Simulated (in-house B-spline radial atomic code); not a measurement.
Configurations of Ca VI (Ca5+), with energies counted from [Ne] 3s2 3p3. Computed with an all-electron radial atomic-structure program (B-spline basis): non-relativistic B97-1, spin-polarised, spherical fractional occupations, exact exchange averaged over the configuration, point nucleus. Shells without spins written out take the highest spin.

Occupations are held fixed; configurations that lie above the ionisation limit could autoionise.

```
           configuration  E - E(ref) (eV)  highest orbital  its <r> (bohr)
        [Ne] 3s2 3p2 3d1           30.813            3d up           1.179
        [Ne] 3s2 3p2 4d1           69.932            4d up           2.806
        [Ne] 3s2 3p2 4f1           75.648            4f up           2.751
        [Ne] 3s1 3p3 4f1           89.199            4f up           2.714
[He] 2s2 2p5 3s2 3p3 4f1           410.86            4f up           2.719
```

(1) Order these further configurations by energy, lowest first.
A. [He] 2s2 2p5 3s2 3p3 4s1
B. [He] 2s2 2p5 3s2 3p3 4d1
C. [He] 2s2 2p5 3s2 3p3 4p1
D. [Ne] 3s1 3p3 4s1
E. [Ne] 3s2 3p2 4s1

(2) How far above the reference does [Ne] 3s1 3p3 3d1 lie?

Answers

(1) E (54.165 eV), D (67.636 eV), A (388.14 eV), C (394.56 eV), B (404.08 eV).

(2) 43.202 eV; its least bound orbital is 3d up with <r> = 1.172 bohr.
